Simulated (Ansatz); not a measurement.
# Reading a saddle point

A first-order saddle point of SnH4S2, closed shell, PBE0-D4/def2-TZVP, with one imaginary mode of 399i cm⁻¹:

```xyz
7
angstrom
Sn -0.8055 -0.2743 0.6103
S 1.3517 -0.3767 -0.9554
S -1.4114 1.4441 -0.7545
H 0.3554 0.6371 -1.3275
H -1.3987 -1.8717 0.4538
H -0.1087 -0.0614 2.1609
H 2.0171 0.5031 -0.1875
```

Computed with Ansatz 0.2.0 (basis: def2-TZVPP and def2-QZVPP); correlated methods freeze the cores. Filled d shells of the heavier atoms are correlated. Core potentials replace the inner electrons of the atoms past krypton. The def2 sets are not built for correlating such inner shells, so the correlated values are less sure here. Extrapolation: Hartree–Fock as exp(−7.88 √X), correlation as X^−2.97.

Task: Which contacts change along the imaginary mode, and what lies on either side? (A judgement: the text doesn't fix the answer.)

Result: The calculation gives: The step is SnH₄S₂ ([SH][SnH2][SH]) → SnH₂S ([S][SnH2]) + H₂S (still joined by a long Sn–S bond), with the molecules in contact on both sides. Shortening one way: S2–H4; lengthening the same way: Sn1–S2, S3–H4.
```json
{"pair": "S2–H4", "one side (Å)": "3.79", "saddle (Å)": "1.47", "other side (Å)": "1.34"}
{"pair": "Sn1–S2", "one side (Å)": "2.40", "saddle (Å)": "2.67", "other side (Å)": "2.87"}
{"pair": "S3–H4", "one side (Å)": "1.34", "saddle (Å)": "2.03", "other side (Å)": "3.54"}
```

Task: Which side is lower, and how far does the saddle lie above each? (Judge from chemistry; the value comes from the calculation.)

Result: The calculation gives: The side with Sn1–S2, S3–H4 short is lower by 31.64 kcal/mol; the saddle lies 35.92 kcal/mol above it and 4.28 kcal/mol above the other (CCSD(T) at an estimated basis limit (MP2 extrapolated from triple and quadruple zeta, plus CCSD(T) − MP2 in triple zeta); electronic energies).

No T1 diagnostic of these runs exceeds 0.017.

Labels in which every atom is bracketed show which atoms are joined, not bond orders.

For scale, one of the runs: CCSD(T)/def2-TZVPP, 190 basis functions (an equivalent command: `ansatz run in.yaml --threads 4`). The run took 45 s on 4 CPU threads (shared host), with 2.1 GiB of host memory at its peak.
